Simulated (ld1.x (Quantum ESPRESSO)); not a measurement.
# An all-electron radial function and its pseudo partner (Ge)

Columns: radius, all-electron u(r) and pseudo u(r) of the 4p shell (level -4.10 eV) of germanium in the configuration [Ar] 3d10 4s1.75 4p2.25; PBE, non-relativistic, TM scheme, ld1.x (Quantum ESPRESSO) 7.5.

```json
{"r (bohr)": "0.123", "all-electron": "0.1466", "pseudo": "0.0045"}
{"r (bohr)": "0.245", "all-electron": "-0.0333", "pseudo": "0.0179"}
{"r (bohr)": "0.368", "all-electron": "-0.2069", "pseudo": "0.0400"}
{"r (bohr)": "0.490", "all-electron": "-0.2490", "pseudo": "0.0701"}
{"r (bohr)": "0.613", "all-electron": "-0.1929", "pseudo": "0.1082"}
{"r (bohr)": "0.735", "all-electron": "-0.0889", "pseudo": "0.1527"}
{"r (bohr)": "0.858", "all-electron": "0.0313", "pseudo": "0.2033"}
{"r (bohr)": "0.980", "all-electron": "0.1480", "pseudo": "0.2579"}
{"r (bohr)": "1.103", "all-electron": "0.2543", "pseudo": "0.3155"}
{"r (bohr)": "1.225", "all-electron": "0.3452", "pseudo": "0.3732"}
{"r (bohr)": "1.348", "all-electron": "0.4216", "pseudo": "0.4295"}
{"r (bohr)": "1.470", "all-electron": "0.4828", "pseudo": "0.4810"}
{"r (bohr)": "1.593", "all-electron": "0.5314", "pseudo": "0.5265"}
{"r (bohr)": "1.715", "all-electron": "0.5679", "pseudo": "0.5635"}
{"r (bohr)": "1.838", "all-electron": "0.5944", "pseudo": "0.5917"}
{"r (bohr)": "1.960", "all-electron": "0.6118", "pseudo": "0.6106"}
{"r (bohr)": "2.083", "all-electron": "0.6216", "pseudo": "0.6212"}
{"r (bohr)": "2.205", "all-electron": "0.6248", "pseudo": "0.6247"}
{"r (bohr)": "2.328", "all-electron": "0.6226", "pseudo": "0.6226"}
{"r (bohr)": "2.450", "all-electron": "0.6159", "pseudo": "0.6159"}
{"r (bohr)": "2.573", "all-electron": "0.6054", "pseudo": "0.6054"}
{"r (bohr)": "2.695", "all-electron": "0.5921", "pseudo": "0.5921"}
{"r (bohr)": "2.818", "all-electron": "0.5763", "pseudo": "0.5763"}
{"r (bohr)": "2.940", "all-electron": "0.5590", "pseudo": "0.5590"}
{"r (bohr)": "3.063", "all-electron": "0.5401", "pseudo": "0.5401"}
{"r (bohr)": "3.185", "all-electron": "0.5205", "pseudo": "0.5205"}
```

(1) How many radial nodes do the two functions have?

(2) At about which radius was the pseudo-wave matched?

(3) Is the pseudo-wave norm-conserving?

Answers

(1) The all-electron 4p function has n − l − 1 = 2; the pseudo-wave has 0, since the states of the same l below it are removed with the core.

(2) 2.45 bohr. The columns agree to 0.0005 from 2.08 bohr on; several derivatives are matched, so the curves merge somewhat inside the radius.

(3) Yes: the TM scheme keeps the norm inside the radius equal to the all-electron one, which fixes the energy derivative of the logarithmic derivative at the level.
